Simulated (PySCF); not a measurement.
## From computed data to an observable: chemical shift, span and skew from a shielding tensor

Al(Me)(OH)2 (CH5AlO2), SMILES [Al]([OH])([OH])[CH3]. Atoms are numbered in the order given.

```xyz
9

Al     0.0379     0.0358     0.0031
C     -1.4327    -1.2297    -0.1293
H     -1.1000    -2.1661    -0.6235
H     -2.2803    -0.8157    -0.7103
H     -1.8042    -1.5114     0.8775
O     -0.0926     1.5365    -0.8309
H      0.5788     2.2347    -0.8364
O      1.4066    -0.4070     0.9487
H      2.1975     0.1351     1.0856
```
Charge 0, spin multiplicity 1.

Coordinates come from a PBE-D3(BJ)/def2-SVP optimisation. The isomer is the one that the SMILES or the coordinates give; other isomers of the formula were not compared. Other conformers were not sampled.

GIAO shieldings from PBE/pcSseg-1 (PySCF), non-relativistic, no solvent. The symmetric part of the tensor of C2 has the principal values 194.6, 197.7, 207.2 ppm. The same nucleus in TMS has σ = 182.0 ppm at this level (PySCF, at its B3LYP-D3(BJ)/def2-TZVP geometry).

### Question
Work out the isotropic shielding, the ¹³C shift against TMS, the span and the skew.

### Answer

σ(iso) = (σ11 + σ22 + σ33)/3 = 199.8 ppm. δ = σ(ref) − σ(iso) = 182.0 − (199.8) = -17.8 ppm.
Span Ω = σ33 − σ11 = 12.6 ppm. Skew κ = 3(σ(iso) − σ22)/Ω = 0.51. Tumbling in solution averages the tensor to δ; in a static solid the shielding alone would spread this spin-1/2 line over Ω.
